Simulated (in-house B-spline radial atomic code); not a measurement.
**RPA and G0W0 on B3LYP (VWN-RPA): neutral potassium**

Configuration [Ar] 4s1, highest spin, mean-field start B3LYP (VWN-RPA). Computed with an all-electron radial atomic-structure program (B-spline basis): all electrons, scalar-relativistic (spin-free one-electron X2C), finite nucleus, each spin shell either full or empty, empty states to l = 9 with an (l + 1/2)⁻⁴ tail; G0W0 by contour deformation at full frequency.

RPA overbinds a lone outer s electron by self-correlation, and G0W0 tends to as well.

Command:
```bash
python run_gw.py task.json out
```
Settings (radii: box in bohr, nucleus in fm):
```
Z                        19
electrons                19
configuration            [Ar] 4s1
hamiltonian              x2c
method                   b3lyp
lmax                     9
rms_radius               3.4349
spin_polarised           True
box_radius               40
intervals                74
ion_configuration        [Ne] 3s2 3p6
```

Run time, properties included: 7.4 s on 1 thread of Arm Neoverse N1, with other jobs on the host.

Energies (hartree):

| term | value |
| --- | --- |
| mean-field total | -602.25795 |
| Hartree-Fock functional on these orbitals | -601.45356 |
| direct second order | -1.3203 |
| second-order exchange | 0.45357 |
| SOSEX correction | 0.40717 |

What is the RPA correlation energy, and what remains with SOSEX?

RPA gives -1.1338 hartree (-1.62 eV per electron); RPA + SOSEX gives -0.72662, and the second-order doubles -0.86676 hartree (no singles). RPA lacks exchange-type terms and so overcorrelates at short range.

Quasi-particle levels (eV):

```csv
level,occupied,mean field,Σx - vxc,Σc,QP weight,G0W0
4s up,yes,-2.912,-1.09,?,?,?
4s down,no,-1.611,2.54,-1.44,0.797,-0.506
```

G0W0 = mean field + (Σx - vxc) + Σc, with Σc (partial-wave tail included) taken at the quasi-particle energy. Only the outer levels were computed. Levels of low weight are left out.

Where does G0W0 put 4s up?

At -4.581 eV, with Σc = -0.58 eV and a quasi-particle weight of 0.824. The tabulated removal energy is 4.341 eV (NIST, measured); the calculation leaves out spin-orbit coupling, Breit and QED terms, and what these don't explain is the method's own error.

What does it cost to remove one electron (to [Ne] 3s2 3p6) by differences of total energies, each species on its own start (correlation terms add to the Hartree-Fock functional)?

B3LYP (VWN-RPA) 4.522 eV, Hartree-Fock functional 3.979 eV, + RPA 4.694 eV, + RPA + SOSEX 4.278 eV, + second order 4.506 eV. Tabulated: 4.341 eV (NIST, measured); the calculation leaves out spin-orbit coupling, Breit and QED terms, and what these don't explain is the method's own error.
